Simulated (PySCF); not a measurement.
## Calculated NMR parameters of C=CO/C=C/OC=O

- Formula: C5H6O3
- SMILES: C=CO/C=C/OC=O
- Point group of the computed structure: C1
- Degrees of unsaturation: 3
- Carbon signals: 5
- Proton signals: 6

Molfile (atoms numbered from 1):
```
C5H6O3
     RDKit          3D

 14 13  0  0  0  0  0  0  0  0999 V2000
    3.8507    0.1998    0.5203 C   0  0  0  0  0  0  0  0  0  0  0  0
    2.6046    0.3936    0.0948 C   0  0  0  0  0  0  0  0  0  0  0  0
    1.5285    0.1040    0.8645 O   0  0  0  0  0  0  0  0  0  0  0  0
    0.2950    0.3281    0.3578 C   0  0  0  0  0  0  0  0  0  0  0  0
   -0.7682    0.0507    1.1235 C   0  0  0  0  0  0  0  0  0  0  0  0
   -2.0966    0.2036    0.8086 O   0  0  0  0  0  0  0  0  0  0  0  0
   -2.5303    0.6444   -0.3736 C   0  0  0  0  0  0  0  0  0  0  0  0
   -1.8534    0.9682   -1.3062 O   0  0  0  0  0  0  0  0  0  0  0  0
    4.0530   -0.2036    1.5143 H   0  0  0  0  0  0  0  0  0  0  0  0
    4.6863    0.4466   -0.1340 H   0  0  0  0  0  0  0  0  0  0  0  0
    2.3702    0.7963   -0.8983 H   0  0  0  0  0  0  0  0  0  0  0  0
    0.2264    0.7252   -0.6559 H   0  0  0  0  0  0  0  0  0  0  0  0
   -0.6482   -0.3462    2.1317 H   0  0  0  0  0  0  0  0  0  0  0  0
   -3.6382    0.6637   -0.3531 H   0  0  0  0  0  0  0  0  0  0  0  0
  1  2  2  0
  2  3  1  0
  3  4  1  0
  4  5  2  0
  5  6  1  0
  6  7  1  0
  7  8  2  0
  1  9  1  0
  1 10  1  0
  2 11  1  0
  4 12  1  0
  5 13  1  0
  7 14  1  0
M  END
```

[PySCF 2.14: NMR shieldings at B97-2/pcSseg-1/GIAO; J: B3LYP/pcJ-1 (without the spin–dipole term); PBE0-D3(BJ)/def2-SVP geometry; single conformer; non-relativistic; gas phase]

δ = σ(ref) − σ, references computed at the same level: ¹H and ¹³C against TMS; ¹⁷O against H2O.

| carbon | δC, type | δH (multiplicity, J in Hz) | HMBC from (abs. J ≥ 3 Hz) | span of the C tensor (ppm) |
| --- | --- | --- | --- | --- |
| C1 | 94.1, CH2 | H9 4.75 (dd, 14.6, 1.3); H10 4.30 (dd, 7.2, 1.3) | H11 | 171 |
| C2 | 153.5, CH | 6.21 (dd, 14.6, 7.2) | H12, H9, H10 | 156 |
| C4 | 147.1, CH | 8.51 (d, 11.9) | H11 | 136 |
| C5 | 130.5, CH | 6.61 (d, 11.9) | H12, H14 | 127 |
| C7 | 158.4, CH | 7.81 (s) | H13 | 156 |

Other nuclei:
```csv
atoms,nucleus,environment,δ (ppm),σ (ppm)
O8,¹⁷O,ester carbonyl oxygen,449.1,-117.5
O6,¹⁷O,ester alkoxy oxygen,222.8,108.8
O3,¹⁷O,ether oxygen,173.6,158.0
```

Selected couplings (Hz, signed; the shortest-range and largest first, 30 at most; isotopes ¹³C, ¹H): ¹J(C7,H14) 239.5, ¹J(C5,H13) 200.5, ¹J(C4,H12) 197.5, ¹J(C2,H11) 184.6, ¹J(C1,H10) 175.2, ¹J(C1,H9) 169.4, ¹J(C4,C5) 107.4, ¹J(C1,C2) 92.6, ²J(C5,C7) -5.6, ²J(H9,H10) -1.3, ³J(H9,H11) 14.6, ³J(H12,H13) 11.9, ³J(H10,H11) 7.2, ³J(C2,C5) 7.1, ³J(C1,C4) 5.7, ³J(C4,C7) 1.3.

Carbon types of the structure: 4 × CH, 1 × CH2, which accounts for all hydrogens. δC 158.4: ester carbonyl carbon; lone-pair donation from the attached heteroatom keeps it upfield of a ketone carbonyl. δC 153.5, 147.1, 130.5: alkene carbon bearing oxygen. δC 94.1: β carbon of an enol-ether or enamine type C=C; the O or N lone pair pushes π density onto this β carbon and shields it. δH 8.51, 6.61, 6.21: hydrogen on an alkene carbon bearing oxygen. δH 4.75, 4.30: hydrogen on a β carbon of an enol-ether or enamine type C=C; lone-pair donation from O or N shields it, upfield of ordinary alkene protons. The protons at 4.75 and 6.21 share a coupling of 14.6 Hz (vicinal, trans across C=C). The protons at 8.51 and 6.61 share a coupling of 11.9 Hz (vicinal, trans across C=C). The protons at 4.30 and 6.21 share a coupling of 7.2 Hz (vicinal, cis across C=C).

Multiplet labels drop couplings under 1 Hz and merge nearly equal ones. Unscaled 3J(H,H) at this level run about 10 % above measured values. Shifts are as computed. Against solution values, carbons near 30 ppm lie about +1 ppm off and those near 130 ppm about +2 ppm. Of 1211 compounds with measured shifts, 218 miss one by over three times the rms of a fit or turn the order of signals round; such compounds aren't used in these exercises. Unscaled 17O shifts of doubly bonded oxygen tend to come out too high, by tens of ppm or more. Experimental scales use liquid or dissolved standards, which lie at an offset from isolated H2O (liquid H2O: subtract about 36 ppm).
